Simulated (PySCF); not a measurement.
C2H4I, SMILES C[CH]I, multiplicity 2. Coordinates come from a PBE-D3(BJ)/def2-SVP optimisation. The isomer is the one that the SMILES or the coordinates give; other isomers of the formula were not compared. The def2 effective core potentials stand for the cores of I; spin–orbit coupling is left out.

Computed equilibrium geometry at PBE-D3(BJ)/def2-SVP (PySCF confirms it by a frequency run) as Cartesian coordinates in Å:
```xyz
7

C     -2.4187     0.2505     0.6100
C     -1.0628     0.8517     0.6196
I      0.5692    -0.1664    -0.1877
H     -3.0860     0.8174     1.2933
H     -2.8940     0.2722    -0.4015
H     -2.4111    -0.8118     0.9325
H     -0.8874     1.9304     0.7459
```
Charge 0, spin multiplicity 2.
